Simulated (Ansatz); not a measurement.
Calculated with Ansatz (gas phase, PBE0-D4/def2-TZVP geometries, no zero-point term in ΔE). CCSD(T)/CBS adds triple-zeta CCSD(T) − MP2 to the extrapolated MP2 energy (def2 sets, frozen cores). DFT in def2-TZVPP. B3LYP here is the variant with VWN-RPA as its local correlation; programs differ in this. Elements past krypton have def2 core potentials. For Te outer-core shells are correlated without core-valence functions, which leaves a few kJ/mol of doubt a bond. Each species was taken in one conformer, which may not be the lowest.

`O[SiH](F)S[SiH2]Cl` + H₂Te → `O[SiH](F)[TeH]` + `S[SiH2]Cl`  (ligand exchange at the Si–S bond)

Question: Is it downhill or uphill in electronic energy at CCSD(T)/CBS, and by how much? (Estimate.)

Answer: Computed: Uphill: ΔE = +14.2 kJ/mol.

Question: What do these levels give: B3LYP-D4, ωB97M-V, B2PLYP, r2SCAN, PBE0, CCSD(T)/def2-TZVPP? (Estimate.)

Answer: The calculation gave: B3LYP-D4 17.0, ωB97M-V 18.3, B2PLYP 12.8, r2SCAN 14.9, PBE0 9.9, CCSD(T)/def2-TZVPP 17.9 kJ/mol.

Largest T1 diagnostic among the species: 0.012.

The D4 term adds +7.6 kJ/mol with B3LYP and +4.4 kJ/mol with PBE0; it sums over pairs of atoms, weighted by their polarisabilities, and B3LYP, whose exchange is more repulsive, gets the larger term.
